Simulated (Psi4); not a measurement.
ClRb, charge +1, doublet, geometry from GFN2-xTB (such geometries of metal compounds can be far from the true shape) (a state made from the parent by changing its charge; the spin is typed, not shown lowest) (core potentials on Rb); B3LYP5/def2-SVPD (Psi4).

Input for Psi4:
```
memory 2 GB

molecule mol {
1 2
Rb   -0.000000   -0.000000   -1.025900
Cl    0.000000    0.000000    2.232841
}

set {
  basis def2-svpd
  reference uks
}

energy('b3lyp5')
print_variables()
```

Output, abridged:

```
   => Loading Basis Set <=

    Name: DEF2-SVPD
    Role: ORBITAL
    Keyword: BASIS

    !!!  WARNING: ECP capability is in beta. Please check occupations closely.  !!!

         ---------------------------------------------------------
                                   SCF
               by Justin Turney, Rob Parrish, Andy Simmonett
                          and Daniel G. A. Smith
                              UKS Reference
         ---------------------------------------------------------

  ==> Geometry <==

    Molecular point group: c2v
    Full point group: C_inf_v

    Geometry (in Angstrom), charge = 1, multiplicity = 2:

       Center              X                  Y                   Z               Mass
    ------------   -----------------  -----------------  -----------------  -----------------
         RB           0.000000000000     0.000000000000    -0.950565759888    84.911789737900
         CL           0.000000000000     0.000000000000     2.308175240112    34.968852682000

  Running in c2v symmetry.

  Rotational constants: A = ************  B =      0.06409  C =      0.06409 [cm^-1]
  Rotational constants: A = ************  B =   1921.39738  C =   1921.39738 [MHz]
  Nuclear repulsion =   24.845212685669097

  Charge       = 1
  Multiplicity = 2
  Electrons    = 25
  Nalpha       = 13
  Nbeta        = 12

  ==> Algorithm <==

  SCF Algorithm Type is DF.
  DIIS enabled.
  MOM disabled.
  Fractional occupation disabled.
  Guess Type is SAD.
  Energy threshold   = 1.00e-06
  Density threshold  = 1.00e-06
  Integral threshold = 1.00e-12

  ==> Primary Basis <==

  Basis Set: DEF2-SVPD
    Blend: DEF2-SVPD
    Number of shells: 22
    Number of basis functions: 54
    Number of Cartesian functions: 58
    Spherical Harmonics?: true
    Max angular momentum: 2

  Core potential: DEF2-SVPD
    Number of shells: 4
    Number of ECP primitives: 10
    Number of ECP core electrons: 28
    Max angular momentum: 3

  ==> DFT Potential <==

   => LibXC <=

    Version 7.1.2
    S. Lehtola, C. Steigemann, M. J. T. Oliveira, and M. A. L. Marques,  SoftwareX 7, 1–5 (2018) (10.1016/j.softx.2017.11.002)

   => Composite Functional: B3LYP5 <=

    B3LYP5 Hyb-GGA Exchange-Correlation Functional

    P. J. Stephens, F. J. Devlin, C. F. Chabalowski, and M. J. Frisch,  J. Phys. Chem. 98, 11623 (1994) (10.1021/j100096a001)

    Deriv               =              1
    GGA                 =           TRUE
    Meta                =          FALSE

    Exchange Hybrid     =           TRUE
    MP2 Hybrid          =          FALSE

   => Exchange Functionals <=

    0.0800   Slater exchange
    0.7200         Becke 88

   => Exact (HF) Exchange <=

    0.2000               HF

   => Correlation Functionals <=

    0.1900   Vosko, Wilk & Nusair (VWN5)
    0.8100   Lee, Yang & Parr

   => LibXC Density Thresholds  <==

    XC_HYB_GGA_XC_B3LYP5:  1.00E-15

   => Molecular Quadrature <=

    Radial Scheme          =       TREUTLER
    Pruning Scheme         =           NONE
    Nuclear Scheme         =       TREUTLER

    Blocking Scheme        =         OCTREE
    BS radius alpha        =              1
    Pruning alpha          =              1
    Radial Points          =             75
    Spherical Points       =            302
    Total Points           =          44932
    Total Blocks           =            487
    Max Points             =            255
    Max Functions          =             54
    Weights Tolerance      =       1.00E-15

   => Loading Basis Set <=

    Name: (DEF2-SVPD AUX)
    Role: JKFIT
    Keyword: DF_BASIS_SCF

  ==> Integral Setup <==

  SCF_SUBTYPE=INCORE selected. In-core MEM_DF algorithm will be used.
  Using in-core AOs.

  ==> MemDFJK: Density-Fitted J/K Matrices <==

    J tasked:                   Yes
    K tasked:                   Yes
    wK tasked:                   No
    Algorithm:                 Core
    Schwarz Cutoff:           1E-12
    Mask sparsity (%):       0.0000
    Fitting Condition:        1E-10

   => Auxiliary Basis Set <=

  Basis Set: (DEF2-SVPD AUX)
    Blend: DEF2-UNIVERSAL-JKFIT
    Number of shells: 69
    Number of basis functions: 239
    Number of Cartesian functions: 294
    Spherical Harmonics?: true
    Max angular momentum: 4

  Minimum eigenvalue in the overlap matrix is 1.2701530774E-02.
  Reciprocal condition number of the overlap matrix is 3.4084754013E-03.
    Using symmetric orthogonalization.

  ==> Pre-Iterations <==

  SCF Guess: Superposition of Atomic Densities via on-the-fly atomic UHF (no occupation information).

   -------------------------
    Irrep   Nso     Nmo
   -------------------------
     A1        26      26
     A2         4       4
     B1        12      12
     B2        12      12
   -------------------------
    Total      54      54
   -------------------------

  ==> Iterations <==

                           Total Energy        Delta E     RMS |[F,P]|

   @DF-UKS iter SAD:  -483.44934930012562   -4.83449e+02   0.00000e+00
   @DF-UKS iter   1:  -483.84806009195017   -3.98711e-01   5.43970e-03 DIIS/ADIIS
   @DF-UKS iter   2:  -483.86350012179383   -1.54400e-02   2.21310e-03 DIIS/ADIIS
   @DF-UKS iter   3:  -483.86626626236642   -2.76614e-03   2.93945e-04 DIIS/ADIIS
   @DF-UKS iter   4:  -483.86630776868230   -4.15063e-05   8.61818e-05 DIIS
   @DF-UKS iter   5:  -483.86631191356588   -4.14488e-06   5.25739e-06 DIIS
   @DF-UKS iter   6:  -483.86631192952871   -1.59628e-08   2.37846e-06 DIIS
   @DF-UKS iter   7:  -483.86631193304567   -3.51696e-09   2.26397e-07 DIIS
  Energy and wave function converged.

  ==> Post-Iterations <==

   Electrons on quadrature grid:
      Nalpha   =   13.0000030541 ; deviation = 3.054e-06
      Nbeta    =   11.9999983406 ; deviation = -1.659e-06
      Ntotal   =   25.0000013947 ; deviation = 1.395e-06

   @Spin Contamination Metric:   2.258208963E-03
   @S^2 Expected:                7.500000000E-01
   @S^2 Observed:                7.522582090E-01
   @S   Expected:                5.000000000E-01
   @S   Observed:                5.000000000E-01

    Orbital Energies [Eh]
    ---------------------

    Alpha Occupied:

[...]
       3B1    -0.517735

    Alpha Virtual:

[...]
    Beta Occupied:

[...]
    Beta Virtual:

[...]
    Final Occupation by Irrep:
             A1    A2    B1    B2
    DOCC [     7,    0,    3,    2 ]
    SOCC [     0,    0,    0,    1 ]
    NA   [     7,    0,    3,    3 ]
    NB   [     7,    0,    3,    2 ]

  @DF-UKS Final Energy:  -483.86631193304567

   => Energetics <=

    Nuclear Repulsion Energy =             24.8452126856690967
    One-Electron Energy =                -719.3244922888942483
    Two-Electron Energy =                 236.1497550949683841
    DFT Exchange-Correlation Energy =     -25.5367874247889439
    Empirical Dispersion Energy =           0.0000000000000000
    VV10 Nonlocal Energy =                  0.0000000000000000
    Total Energy =                       -483.8663119330456652

  UHF NO Occupations:
  HONO-2 :    6 A1 1.9999335
  HONO-1 :    7 A1 1.9989942
  HONO-0 :    3 B2 1.0000000
  LUNO+0 :    8 A1 0.0010058
  LUNO+1 :    9 A1 0.0000665
  LUNO+2 :    4 B1 0.0000572
  LUNO+3 :    4 B2 0.0000000

Computation Completed

Properties will be evaluated at   0.000000,   0.000000,   0.000000 [a0]

Properties computed using the SCF density matrix

 Multipole Moments:

 ------------------------------------------------------------------------------------
     Multipole            Electronic (a.u.)      Nuclear  (a.u.)        Total (a.u.)
 ------------------------------------------------------------------------------------

 L = 1.  Multiply by 2.5417464519 to convert [e a0] to [Debye]
 Dipole X            :          0.0000000            0.0000000            0.0000000
 Dipole Y            :          0.0000000            0.0000000            0.0000000
 Dipole Z            :        -59.3613999           57.9841434           -1.3772565
 Magnitude           :                                                    1.3772565

 ------------------------------------------------------------------------------------

  Variable Map:
  ----------------------------------------------------------------------------
[...]
  Array Variable Map:
  ----------------------------------------------------------------------------
[...]
[...]
```
